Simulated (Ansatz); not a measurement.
Reaction (isomerisation): `C[Si@H]1S[C@H]1F` → `CC1(F)[SiH2]S1`

Computed with Ansatz on PBE0-D4/def2-TZVP structures; ΔE is electronic, products minus reactants. CCSD(T)/CBS adds triple-zeta CCSD(T) − MP2 to the extrapolated MP2 energy (def2 sets, frozen cores).

| species | CCSD(T)/CBS(def2) energy (Eh) |
| --- | --- |
| `C[Si@H]1S[C@H]1F` | -865.75869 |
| `CC1(F)[SiH2]S1` | -865.74607 |

Question: Work out ΔE.

Answer: ΔE = (-865.74607) − (-865.75869) = 0.01262 Eh = +7.9 kcal/mol.

Largest T1 diagnostic among the species: 0.013.
